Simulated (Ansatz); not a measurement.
Z-matrix (Å, degrees):
```
C
S 1 1.824
H 1 1.091 2 112.0
H 1 1.089 2 108.6 3 120.5
H 1 1.089 2 108.7 3 -120.5
Al 2 2.158 1 100.1 3 0.2
Cl 6 2.092 2 118.0 1 180.0
H 6 1.574 2 120.9 1 -0.0
```

The species carries charge 0 and has multiplicity 1.

(1) List the ωB97M-V/def2-TZVPP orbital energies in eV (the Gaussian-basis code of Ansatz). (Estimate.)

## Answers

(1) Ansatz gave: Occupied: -2771.67, -2426.67, -1533.08, -282.45, -262.08, -220.65, -199.52, -199.45, -199.44, -163.77, -163.66, -163.61, -117.63, -77.27, -77.15, -77.10, -25.37, -24.52, -20.53, -15.40, -14.77, -14.19, -12.93, -12.11, -11.85, -11.58, -10.47, -9.57. Lowest empty: 0.53, 1.59, 1.82, 3.01, 3.68, 4.30, 4.35, 4.62.
